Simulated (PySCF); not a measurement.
## Excitation energy of Si by level of theory

Si [Ne] 3s2 3p2 (3P) → Si [Ne] 3s2 3p1 3d1 (high-spin determinant), as a difference of total energies. All numbers are calculated (PySCF 2.14, the spin-free X2C one-electron Hamiltonian (Gaussian nucleus), in x2c-TZVPPall with one added diffuse shell each of s, p, d type (6s6p4d1f, 51 functions)). Correlated levels: valence: [Ne] frozen; valence and next inner shell: 1s2 frozen. The calculations carry no spin-orbit coupling.

```tsv
method	excitation energy (eV)
UHF	6.704
LDA	6.268
PBE	6.194
PBE0	6.414
r2SCAN	6.550
BP86	6.154
LC-wPBE	6.919
wB97M-V	6.500
BLYP	6.069
MP2 (valence)	6.831
SCS-MP2 (valence)	6.779
MP2 (valence and next inner shell)	6.818
SCS-MP2 (valence and next inner shell)	6.769
```

Problem. How much does correlation contribute at MP2 (valence and next inner shell)?

Solution. 6.818 − (6.704) = 0.114 eV, measured against UHF.

The promoted electron is Rydberg-like, and one or two diffuse shells describe it only roughly, which tends to raise the upper state.

In the upper state the promoted electron has a positive orbital energy at BLYP, so the basis confines it.

The determinant of the upper state mixes LS terms, which raises its energy above the lowest term, most at the Hartree-Fock and MP2 levels.
